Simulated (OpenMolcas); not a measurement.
# What dynamic correlation does to the levels of Fe³⁺

```yaml
Program: OpenMolcas 26.06
Basis: ANO-RCC-VTZP [6s5p3d2f1g]
Scalar_Hamiltonian: DKH2, point nucleus
Active_space: 5 electrons in 5 orbitals (3d)
State_averaging: 2S+1 = 6 even, 1 root; 2S+1 = 4 even, 24 roots kept (CI in the orbitals of an earlier block); 2S+1 = 2 even, 75 roots kept (CI in the orbitals of an earlier block)
Spin-orbit_coupling: state interaction with AMFI integrals over the reference wave functions, term energies averaged over their components
```

Methods on the same reference wave functions:
A. CASSCF
B. SS-CASPT2, IPEA 0.25 Eh, imaginary shift 0.1 Eh (closed shells correlated: 3s 3p)
C. MS-CASPT2, IPEA 0.25 Eh, imaginary shift 0.1 Eh (closed shells correlated: 3s 3p)

Energies in cm⁻¹ above 3d⁵ ⁶S_5/2, the measured ground level; measured values from Corliss and Sugar, J. Phys. Chem. Ref. Data 11, 135 (1982).

| Level | A | B | C | Measured |
| --- | --- | --- | --- | --- |
| 3d⁵ ⁶S_5/2 | 0.0 | 0.0 | 0.0 | 0.0 |
| 3d⁵ ⁴G_5/2 | 37355 | 33920 | 33920 |  |
| 3d⁵ ⁴G_7/2 | 37381 | 33950 | 33950 |  |
| 3d⁵ ⁴G_11/2 | 37388 | 33960 | 33960 | 32246 |
| 3d⁵ ⁴G_9/2 | 37396 | 33960 | 33960 |  |
| 3d⁵ ⁴P_5/2 | 43013 | 37400 | 37400 | 35254 |
| 3d⁵ ⁴P_3/2 | 43087 | 37480 | 37480 | 35333 |
| 3d⁵ ⁴P_1/2 | 43174 | 37570 | 37570 | 35407 |
| 3d⁵ ⁴D_7/2 | 46507 | 40570 | 40570 | 38779 |
| 3d⁵ ⁴D_1/2 | 46590 | 40660 | 40660 | 38897 |
| 3d⁵ ⁴D_3/2 | 46657 | 40730 | 40730 |  |
| 3d⁵ ⁴D_5/2 | 46674 | 40750 | 40750 |  |
| 3d⁵ ²I_11/2 | 53255 | 49720 | 49720 |  |
| 3d⁵ ²I_13/2 | 53318 | 49800 | 49800 |  |
| 3d⁵ ²D_5/2(1) [69 %] | 59898 | 52610 | 52610 | 49542 |
| 3d⁵ ²D_3/2(1) | 60527 | 53120 | 53120 | 50051 |
| 3d⁵ ²F_7/2(1) | 61746 | 54760 | 54760 | 51394 |
| 3d⁵ ⁴F_9/2 | 62727 | 55220 | 55220 | 52621 |
| 3d⁵ ⁴F_7/2 | 62783 | 55280 | 55280 | 52695 |
| 3d⁵ ⁴F_3/2 | 62967 | 55460 | 55460 |  |
| 3d⁵ ²H_9/2 [75 %] | 65503 | 59360 | 59360 | 56058 |
| 3d⁵ ²H_11/2 | 65750 | 59820 | 59820 | 56369 |
| 3d⁵ ²G_7/2(1) | 67717 | 60390 | 60390 | 57408 |
| 3d⁵ ²G_9/2(1) [74 %] | 67928 | 60790 | 60790 | 57721 |

Deviations, from unrounded energies. A percentage is the sum of absolute deviations over the sum of measured energies, with the sign that they share, or ± where signs differ.

```
                        Against measurement  Levels      A     B     C
             mean absolute deviation (cm-1)      15   9000  2600  2600
other terms of the ground configuration (%)      15  +19.2  +5.6  +5.6
```

B, C lie about equally close to measurement and A furthest from it. The largest miss of B in the table is 3d⁵ ²H_11/2, by +3400 cm-1. The ranking rests on the paired levels alone, and a cruder setting can come out closer through cancelling errors.

Between B and C no level of the table moves by more than 5 cm-1.

The two smallest mean deviations differ by little beside CASPT2's spread within terms, so their order carries little weight.

From A to B the spin-free energies of the other terms of 3d⁵ shown, above ⁶S, scale by factors of 0.87 to 0.93, as is usual when dynamic correlation screens the repulsion within a d or f shell.

The lowest spin-free term lies below A's lowest term by 0.373 hartree in B, 0.373 hartree in C.

Term energies are means over components that CASPT2 splits; among the terms shown or strongly mixed into the levels shown the widest spread is 620 cm-1 (3d⁵ ⁴F, C). Terms from blocks run as CI alone lack orbitals of their own. Without dynamic correlation excited terms often stand tens of per cent too high (terms of higher spin than the ground term too low), and those without a measured partner can miss by more than the paired ones (holds for A). Some levels mix across a computed gap that differs much from the measured one, so their mixing is not that of the real levels (holds for A). Blocks of more than 70 roots (2S+1 = 2 even) ran without multistate coupling (holds for C). The CASPT2 spread within a term exceeds the gap to the next term for 3d⁵ ²F(1) and 3d⁵ ⁴F, so the order of their levels is uncertain, and so are names and mixing where such terms share a J (holds for C). Measured partners are found by configuration, term and J. A level has none where our copy of the source lacks it or the pairing is in doubt (some pairs that miss far off the trend of their configuration count as doubtful), and it then counts in no deviation. Levels of configurations outside the active space are missing. Levels that lie high or do not pair safely by name in every column are left out.

A share in square brackets marks a mixed level and gives the weight of the term that names it, the lowest over the columns. A number in round brackets counts repeated terms of one configuration in the order of the reference energies.
